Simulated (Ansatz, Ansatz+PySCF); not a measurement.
```xyz
2

C     0.0000    0.0000    0.0000
N     0.0000    0.0000    1.2306
```

Basis set: def2-SVP (spherical functions). Correlated methods keep 2 orbitals frozen. Charge 0, multiplicity 2.

Computed with Ansatz (development build ahead of 0.2.0); each method stands on the lowest determinant of its kind that the runs found.

(1) Give the atomization energy at this shape (free ground-state atoms in the same class of orbitals less the molecule, no zero-point energy) of doublet CN by UHF-CCSDT(Q), UHF-CCSD(T), UHF-MP2, ROHF, UHF.

## Answers

(1)

```csv
method,atomization energy
UHF-CCSDT(Q),167.53 kcal/mol
UHF-CCSD(T),164.13 kcal/mol
UHF-MP2,143.01 kcal/mol
ROHF,81.34 kcal/mol
UHF,87.99 kcal/mol
```

Caution for UHF-CCSDT(Q), UHF-CCSD(T), UHF-MP2, UHF: the unrestricted determinant is spin contaminated. Caution for UHF-CCSD(T): another reference gives a lower total.
